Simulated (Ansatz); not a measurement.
Consider the homolysis of the H–Si bond: `[SiH3][GeH3]` → H• + `[SiH2][GeH3]`•.

Isolated molecules relaxed with PBE0-D4/def2-TZVP in Ansatz; ΔE leaves out vibrations. CCSD(T)/CBS is the MP2 limit (def2-TZVPP, def2-QZVPP) plus CCSD(T) − MP2 in def2-TZVPP, frozen cores. This one scheme is used for every species, atoms too. DFT in def2-TZVPP. Open shells (•) are unrestricted, without spin–orbit coupling. Bonds to Ge are less sure, by a few kJ/mol each and by 10 to 20 or more in all where they break to atoms, as the def2 sets lack core-valence functions. Scalar relativity is left out up to krypton.

Question: What is ΔE at CCSD(T)/CBS? (Best estimate.)

Answer: The calculation gave: +396.3 kJ/mol.

Question: What do these levels give: r2SCAN0-D4, revPBE, MP2/def2-TZVPP, SCS-MP2/def2-TZVPP, MP2/def2-QZVPP, HF/CBS(def2)? (An estimate is asked.)

Answer: Computed: r2SCAN0-D4 375.7, revPBE 364.4, MP2/def2-TZVPP 378.9, SCS-MP2/def2-TZVPP 391.6, MP2/def2-QZVPP 383.6, HF/CBS(def2) 308.7 kJ/mol.

Largest T1 diagnostic among the species: 0.013.

From BLYP to BHLYP (50 % exact exchange), in def2-TZVPP and without D4, ΔE moves by +8.9 kJ/mol. Leaving LDA and LC-ωPBE aside and taking each functional with its dispersion term where it has one, the values, not all of them listed here, spread over 28.5 kJ/mol, from revPBE-D4 to ωB97M-V. LDA lies +39.8 kJ/mol from PBE without D4, its usual overbinding. At CCSD(T), def2-SVP lies −21.4 kJ/mol from the extrapolated value and def2-TZVPP −8.1 kJ/mol: correlation converges slowly with the basis, and small sets miss more of it in the bonded molecule than in its fragments.
